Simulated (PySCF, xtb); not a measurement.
Cl2FGeH3Si, SMILES F[Si](Cl)(Cl)[GeH3].

GFN2-xTB in xtb at its own geometry gives an orbital gap of 5.57 eV and a dipole moment of 0.91 D.

Coordinates come from a B3LYP-D3(BJ)/def2-SVP optimisation. The structure was generated by enumeration, and PubChem lists no compound with its InChIKey, so it may never have been made.

**Question.** What does B3LYP/def2-TZVP (PySCF) give? (An estimate is asked for; the answer gives what the named calculation found.)

**Answer.** gap 7.81 eV (levels -8.53 and -0.73 eV), dipole 1.81 D.
